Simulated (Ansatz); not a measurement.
Ansatz (a quantum-chemistry and plane-wave program) input (B3LYP/6-31G*):

Ansatz 0.2 input:
```yaml
crystal:
  periodic: [false, false, false]
  atoms:
    - {symbol: C, position_ang: [-0.81968100, 1.82906200, -0.06733100]}
    - {symbol: Si, position_ang: [-0.61094800, 0.14854400, 0.70376400]}
    - {symbol: C, position_ang: [-1.62022600, -1.17486000, -0.12825800]}
    - {symbol: O, position_ang: [1.04299900, -0.29225800, 0.70498100]}
    - {symbol: C, position_ang: [1.74743800, -0.45730800, -0.41335900]}
    - {symbol: O, position_ang: [1.32324300, -0.32161200, -1.53000800]}
    - {symbol: H, position_ang: [-0.17369200, 2.56576400, 0.41396100]}
    - {symbol: H, position_ang: [-0.57845700, 1.79935800, -1.13026200]}
    - {symbol: H, position_ang: [-1.85287600, 2.16761200, 0.04342100]}
    - {symbol: H, position_ang: [-0.89915900, 0.19594500, 2.15360100]}
    - {symbol: H, position_ang: [-1.38548100, -1.22887400, -1.19168200]}
    - {symbol: H, position_ang: [-1.43121800, -2.15290700, 0.31825500]}
    - {symbol: H, position_ang: [-2.68598000, -0.95848300, -0.01998400]}
    - {symbol: H, position_ang: [2.78501600, -0.73843200, -0.18609600]}
basis:
  gaussian:
    orbitals: 6-31G*
hamiltonian:
  xc: {name: B3LYP}
relax: {f_tol: 0.003, max_steps: 120}
```

Output:

```
Functional definition: B3LYP
integrals: 0.07 GiB planned
1217 factors; integrals over basis functions are off by at most 5.5e-4 eV
mean field: 0.53 GiB planned
mean field evaluation 1: about -15203.5432 eV, gradient 7.6e1 eV
mean field evaluation 2: about -15193.8915 eV, gradient 1.0e2 eV
mean field evaluation 4: about -15215.0618 eV, gradient 5.8e0 eV
mean field evaluation 8: about -15215.1410 eV, gradient 5.0e-1 eV
mean field evaluation 16: about -15215.1415 eV, gradient 5.4e-5 eV
mean field -15215.14154586 eV, -559.1461386171 hartree, gradient 5.4e-5 eV, S^2 0.000000; 0 other end points of the search recorded, 0 dependent functions left out
the calculation of the forces begins
reference -15215.14177300 eV, -559.1461469642 hartree; 28, 28 occupied and 82, 82 virtual orbitals, 1217 factors
relax step   1: F+E_penalty+E_count = -15215.14154586 eV  Δ(F+E_penalty+E_count) = +0.000e0 eV  max|allowed force component| = 6.759e-1 eV/Å  Δτ_max = 0.0000 Å  (29 SCF iters, accepted)
these checks for a lower state are left out or cut short: starts, cluster_reference, orbital_swaps, neighbouring_geometries, increment
integrals: 0.07 GiB planned
1217 factors; integrals over basis functions are off by at most 5.6e-4 eV
mean field: 0.53 GiB planned
mean field -15215.15483767 eV, -559.1466270819 hartree, gradient 1.5e-5 eV, S^2 0.000000; 0 other end points of the search recorded, 0 dependent functions left out
the calculation of the forces begins
reference -15215.15506504 eV, -559.1466354378 hartree; 28, 28 occupied and 82, 82 virtual orbitals, 1217 factors
relax step   2: F+E_penalty+E_count = -15215.15483767 eV  Δ(F+E_penalty+E_count) = -1.329e-2 eV  max|allowed force component| = 2.311e-1 eV/Å  Δτ_max = 0.0238 Å  (32 SCF iters, accepted)
these checks for a lower state are left out or cut short: starts, cluster_reference, orbital_swaps, neighbouring_geometries, increment
integrals: 0.07 GiB planned
1217 factors; integrals over basis functions are off by at most 5.6e-4 eV
mean field: 0.53 GiB planned
mean field evaluation 32: about -15215.1576 eV, gradient 1.5e-5 eV
mean field -15215.15756256 eV, -559.1467272200 hartree, gradient 1.5e-5 eV, S^2 0.000000; 0 other end points of the search recorded, 0 dependent functions left out
the calculation of the forces begins
reference -15215.15779049 eV, -559.1467355960 hartree; 28, 28 occupied and 82, 82 virtual orbitals, 1217 factors
relax step   3: F+E_penalty+E_count = -15215.15756256 eV  Δ(F+E_penalty+E_count) = -2.725e-3 eV  max|allowed force component| = 8.876e-2 eV/Å  Δτ_max = 0.0129 Å  (32 SCF iters, accepted)
these checks for a lower state are left out or cut short: starts, cluster_reference, orbital_swaps, neighbouring_geometries, increment
integrals: 0.07 GiB planned
1217 factors; integrals over basis functions are off by at most 5.6e-4 eV
mean field: 0.53 GiB planned
mean field -15215.15791698 eV, -559.1467402447 hartree, gradient 2.4e-5 eV, S^2 0.000000; 0 other end points of the search recorded, 0 dependent functions left out
the calculation of the forces begins
reference -15215.15814499 eV, -559.1467486238 hartree; 28, 28 occupied and 82, 82 virtual orbitals, 1217 factors
relax step   4: F+E_penalty+E_count = -15215.15791698 eV  Δ(F+E_penalty+E_count) = -3.544e-4 eV  max|allowed force component| = 2.695e-2 eV/Å  Δτ_max = 0.0062 Å  (25 SCF iters, accepted)
these checks for a lower state are left out or cut short: starts, cluster_reference, orbital_swaps, neighbouring_geometries, increment
integrals: 0.07 GiB planned
1217 factors; integrals over basis functions are off by at most 5.6e-4 eV
mean field: 0.53 GiB planned
mean field -15215.15808043 eV, -559.1467462514 hartree, gradient 9.7e-6 eV, S^2 0.000000; 0 other end points of the search recorded, 0 dependent functions left out
the calculation of the forces begins
reference -15215.15830860 eV, -559.1467546362 hartree; 28, 28 occupied and 82, 82 virtual orbitals, 1217 factors
relax step   5: F+E_penalty+E_count = -15215.15808043 eV  Δ(F+E_penalty+E_count) = -1.634e-4 eV  max|allowed force component| = 1.074e-2 eV/Å  Δτ_max = 0.0097 Å  (25 SCF iters, accepted)
these checks for a lower state are left out or cut short: starts, cluster_reference, orbital_swaps, neighbouring_geometries, increment
integrals: 0.07 GiB planned
1217 factors; integrals over basis functions are off by at most 5.6e-4 eV
mean field: 0.53 GiB planned
mean field -15215.15809229 eV, -559.1467466872 hartree, gradient 7.5e-6 eV, S^2 0.000000; 0 other end points of the search recorded, 0 dependent functions left out
the calculation of the forces begins
reference -15215.15832054 eV, -559.1467550751 hartree; 28, 28 occupied and 82, 82 virtual orbitals, 1217 factors
relax step   6: F+E_penalty+E_count = -15215.15809229 eV  Δ(F+E_penalty+E_count) = -1.186e-5 eV  max|allowed force component| = 2.945e-2 eV/Å  Δτ_max = 0.0054 Å  (24 SCF iters, accepted)
these checks for a lower state are left out or cut short: starts, cluster_reference, orbital_swaps, neighbouring_geometries, increment
integrals: 0.07 GiB planned
1217 factors; integrals over basis functions are off by at most 5.6e-4 eV
mean field: 0.53 GiB planned
mean field -15215.15811342 eV, -559.1467474638 hartree, gradient 4.1e-5 eV, S^2 0.000000; 0 other end points of the search recorded, 0 dependent functions left out
the calculation of the forces begins
reference -15215.15834168 eV, -559.1467558520 hartree; 28, 28 occupied and 82, 82 virtual orbitals, 1217 factors
relax step   7: F+E_penalty+E_count = -15215.15811342 eV  Δ(F+E_penalty+E_count) = -2.113e-5 eV  max|allowed force component| = 5.134e-3 eV/Å  Δτ_max = 0.0013 Å  (20 SCF iters, accepted)
these checks for a lower state are left out or cut short: starts, cluster_reference, orbital_swaps, neighbouring_geometries, increment
integrals: 0.07 GiB planned
1217 factors; integrals over basis functions are off by at most 5.6e-4 eV
mean field: 0.53 GiB planned
mean field -15215.15811393 eV, -559.1467474825 hartree, gradient 2.7e-5 eV, S^2 0.000000; 0 other end points of the search recorded, 0 dependent functions left out
the calculation of the forces begins
reference -15215.15834219 eV, -559.1467558707 hartree; 28, 28 occupied and 82, 82 virtual orbitals, 1217 factors
relax step   8: F+E_penalty+E_count = -15215.15811393 eV  Δ(F+E_penalty+E_count) = -5.107e-7 eV  max|allowed force component| = 2.049e-3 eV/Å  Δτ_max = 0.0005 Å  (19 SCF iters, accepted)
integrals: 0.07 GiB planned
1217 factors; integrals over basis functions are off by at most 5.6e-4 eV
mean field: 0.53 GiB planned
mean field evaluation 64: about -15203.6838 eV, gradient 7.6e1 eV
mean field -15215.15811393 eV, -559.1467474825 hartree, gradient 2.7e-5 eV, S^2 0.000000; 1 other end points of the search recorded, 0 dependent functions left out
the calculation of the forces begins
reference -15215.15834219 eV, -559.1467558707 hartree; 28, 28 occupied and 82, 82 virtual orbitals, 1217 factors
Total energy: -15215.15834219 eV, -559.1467558707 hartree
Atom 0 at    -0.820986     1.847212    -0.065227 Å, force     0.000714     0.000024     0.000550 eV/Å
Atom 1 at    -0.608451     0.147962     0.699541 Å, force    -0.000265     0.000061    -0.001120 eV/Å
Atom 2 at    -1.630414    -1.190020    -0.126828 Å, force     0.000580    -0.000384     0.000544 eV/Å
Atom 3 at     1.065407    -0.298415     0.713540 Å, force    -0.002049     0.000363     0.000604 eV/Å
Atom 4 at     1.757643    -0.459925    -0.419695 Å, force     0.001700     0.000211     0.001149 eV/Å
Atom 5 at     1.321889    -0.321050    -1.539694 Å, force    -0.000633    -0.000052    -0.001217 eV/Å
Atom 6 at    -0.191918     2.588375     0.440477 Å, force    -0.000247     0.000689    -0.000407 eV/Å
Atom 7 at    -0.553351     1.836358    -1.126116 Å, force     0.000134     0.000135     0.000127 eV/Å
Atom 8 at    -1.863019     2.178319     0.024696 Å, force     0.000201    -0.000177     0.000128 eV/Å
Atom 9 at    -0.894973     0.194772     2.156406 Å, force     0.000422    -0.000112     0.000231 eV/Å
Atom 10 at    -1.382157    -1.273588    -1.189192 Å, force     0.000046    -0.000187     0.000118 eV/Å
Atom 11 at    -1.458552    -2.164440     0.344080 Å, force    -0.000552    -0.000456    -0.000428 eV/Å
Atom 12 at    -2.699921    -0.962002    -0.038997 Å, force     0.000258     0.000040     0.000125 eV/Å
Atom 13 at     2.799782    -0.742008    -0.201988 Å, force    -0.000308    -0.000154    -0.000403 eV/Å
Dipole moment:    -0.178851     0.043625     0.199084 e Å
```

The geometry given is a B3LYP-D3(BJ)/def2-TZVP minimum.
